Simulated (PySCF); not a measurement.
C2H5AlF2. Atoms are numbered in the order given.

```xyz
10

Al    -0.0221    -0.5687     0.0000
F      1.6267    -0.7767     0.0000
F     -0.9317    -1.9592     0.0000
C     -0.8346     1.1942     0.0000
C      0.1422     2.3806     0.0000
H     -1.5103     1.2413     0.8742
H     -1.5103     1.2413    -0.8742
H      0.7990     2.3691    -0.8845
H      0.7990     2.3691     0.8845
H     -0.3908     3.3459     0.0000
```

Coordinates come from a B3LYP-D3(BJ)/def2-SVP optimisation. The structure was generated by enumeration; whether it is a known compound was not checked. Other conformers were not sampled.

Level of theory: PBE/pcSseg-1 (PySCF).

GIAO shieldings, no solvent; atoms listed in one row are averaged. δ = σ(ref) − σ: ¹⁹F against CFCl3 (σ = 133.6 ppm); ¹³C against TMS (σ = 182.0 ppm); ¹H against TMS (σ = 31.49 ppm), references at their B3LYP-D3(BJ)/def2-TZVP geometries, non-relativistic.

Q: Estimate the chemical shifts. (The exact figures need the calculation; the answer reports its results.)

A: 
```csv
nucleus,atoms,count,δ (ppm)
¹⁹F,F3,1,-175.9
¹⁹F,F2,1,-179.2
¹³C,C5,1,12.8
¹³C,C4,1,0.0
¹H,"H8, H9, H10",3,1.47
¹H,"H6, H7",2,0.86
```
